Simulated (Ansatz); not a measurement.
**C4H10F2Si: where a starting geometry ends**

The starting geometry of this gas-phase triplet was optimised with GFN2-xTB as a singlet; its bonds are those of `C[C@H](CF)C[SiH2]F`.

```xyz
17

C     0.0663    0.8528    2.3355
C     0.2742    1.0240    0.8327
C    -1.0635    1.2654    0.1406
C     1.0072   -0.1684    0.2154
F    -1.9192    0.2066    0.3490
F     1.2188   -2.9156   -0.1113
Si    0.0569   -1.8174    0.1466
H     1.0128    0.6430    2.8272
H    -0.6166    0.0308    2.5307
H    -0.3524    1.7597    2.7678
H     0.8733    1.9286    0.6657
H    -1.5662    2.1526    0.5385
H    -0.9438    1.3580   -0.9433
H     1.9351   -0.3238    0.7704
H     1.3061    0.0992   -0.8019
H    -0.5391   -2.2313    1.4053
H    -0.8025   -1.9386   -1.0186
```

Problem. Predict what it relaxes into with B3LYP/def2-SVP.

Solution. It falls apart into C4H8F + FH2Si. Contacts that open: C4–Si7 (1.90 → 4.30 Å).

The energy falls by 4.16 eV over 32 steps:

| step | E − E(last) (eV) |
| --- | --- |
| 1 | 4.163 |
| 4 | 1.571 |
| 8 | 0.313 |
| 11 | 0.182 |
| 15 | 0.130 |
| 18 | 0.082 |
| 22 | 0.026 |
| 25 | 0.005 |
| 29 | 0.000 |
| 32 | 0.000 |

Final geometry (Å):

```xyz
17

C     0.2292    1.5958    2.5090
C     0.4561    1.2914    1.0179
C    -0.8424    0.9028    0.3177
C     1.5366    0.2801    0.7981
F    -1.3768   -0.2569    0.8858
F    -0.1606   -1.6324   -1.4202
Si   -1.1348   -2.7406   -0.6895
H     1.1690    1.8984    2.9964
H    -0.1532    0.7033    3.0270
H    -0.5002    2.4111    2.6441
H     0.7606    2.2458    0.5277
H    -1.6012    1.6970    0.4223
H    -0.6718    0.6955   -0.7499
H     2.4314    0.2890    1.4260
H     1.4968   -0.4072   -0.0498
H    -0.5011   -3.1299    0.6066
H    -1.1902   -3.9176   -1.6189
```

No frequencies were run, so the end isn't proven a minimum. Open shells are spin-unrestricted. The triplet needn't be the ground state. Run with Ansatz 0.2.0, 3.7 min on 4 threads of Arm Neoverse V1, on a shared host.
